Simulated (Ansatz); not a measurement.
Isolated molecules relaxed with PBE0-D4/def2-TZVP in Ansatz; ΔE leaves out vibrations. CCSD(T)/CBS adds triple-zeta CCSD(T) − MP2 to the extrapolated MP2 energy (def2 sets, frozen cores). This one scheme is used for every species, atoms too. DFT in def2-TZVPP. No spin–orbit coupling; open shells (•) take unrestricted orbitals. Spin–orbit coupling would lower the free atoms: a little for B, C.

`B/C=C/C` → B• + 3 C• + 7 H•  (atomization)

CCSD(T)/CBS gives +44.89 eV.

Question: Another level gave +44.00 eV. Which?
A. CCSD(T)/def2-TZVPP
B. r2SCAN0-D4/def2-TZVPP
C. BHLYP/def2-TZVPP
D. ωB97M-V/def2-TZVPP

Answer: A. CCSD(T)/def2-TZVPP 44.00, r2SCAN0-D4 44.84, ωB97M-V 45.18, BHLYP 44.13 eV.

Largest T1 diagnostic among the species: 0.014.

The D4 term adds +0.27 eV with B3LYP and +0.14 eV with PBE0; it sums over pairs of atoms, weighted by their polarisabilities, and B3LYP, whose exchange is more repulsive, gets the larger term. At CCSD(T), def2-SVP lies −1.54 eV from the extrapolated value and def2-TZVPP −0.89 eV: correlation converges slowly with the basis, and small sets miss more of it in the bonded molecule than in its fragments. From PBE to PBE0 (25 % exact exchange), in def2-TZVPP and without D4, ΔE moves by −0.49 eV: exact exchange takes away binding that semilocal exchange gives to molecules.

B3LYP here is the variant with VWN-RPA as its local correlation; programs differ in this.

For atomizations the MP2-based limit and the directly extrapolated one differ by several kJ/mol either way, and by 10 to 25 for some Ge, Se and Sn compounds, so smaller differences from it don't rank the levels.
